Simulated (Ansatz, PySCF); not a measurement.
Gas-phase reaction (SMILES): C#CB(C)C [ethynyl(dimethyl)borane] + F (HF) -> CB(C)F [fluoro(dimethyl)borane] + C#C (C2H2) [acetylene]; hydrogen fluoride cleaves one B-C bond, a model of a ligand-exchange step.

Each molecule is optimised on its own at B3LYP-D3(BJ)/def2-TZVP (Ansatz, an electronic-structure program). Cores are frozen in the correlated levels unless marked. Spin-orbit coupling is left out. Non-relativistic. CBS(X,Y): correlation extrapolated as X^-3; Hartree-Fock from the larger set. The bracket is a focal-point correction in the basis named. Thermal terms are rigid-rotor harmonic-oscillator values from B3LYP-D3(BJ) frequencies (Ansatz or PySCF) at 298.15 K and 1 atm. 1 Eh = 627.5095 kcal/mol.

```tsv
species	E, RI-MP2/CBS(aug-cc-pVTZ,aug-cc-pVQZ)+[CCSD(T)-MP2]/aug-cc-pVTZ (Ansatz) (Eh)	E, wB97X-V/def2-TZVPD (Ansatz) (Eh)	H - E (Eh)	G - E (Eh)
C#CB(C)C	-181.17742	-181.45241	0.10364	0.06563
F (HF)	-100.39388	-100.45520	0.01259	-0.00713
CB(C)F	-204.38178	-204.61398	0.08606	0.04998
C#C (C2H2)	-77.22624	-77.33193	0.03061	0.00785
```

### Question
Work out ΔE and ΔH, ΔG, ΔS and the equilibrium constant at 298.15 K at the first level, then ΔH at the second.

### Answer

1. ΔE = [(-204.38178) + (-77.22624)] - [(-181.17742) + (-100.39388)] = -0.03672 Eh = -23.0 kcal/mol at RI-MP2/CBS(aug-cc-pVTZ,aug-cc-pVQZ)+[CCSD(T)-MP2]/aug-cc-pVTZ.
2. The terms H - E add up to 0.00044 Eh, so ΔH = (-0.03672 + (0.00044))×627.5095 = -22.8 kcal/mol.
3. The terms G - E add up to -0.00067 Eh, so ΔG = -23.5 kcal/mol, and ΔS = (0.00044 - (-0.00067))×627509.5/298.15 = 2.3 cal/(mol K).
4. log10 K = -ΔG/(RT ln 10) = 17.2, with RT ln 10 = 1.3642 kcal/mol.
5. At wB97X-V/def2-TZVPD the same steps give ΔE = -24.0 and ΔH = -23.8 kcal/mol, a shift of -1.0 from the first level.
6. These values are not checked against measurement here, since the tables used lack a sound gas-phase enthalpy of formation for at least one species.
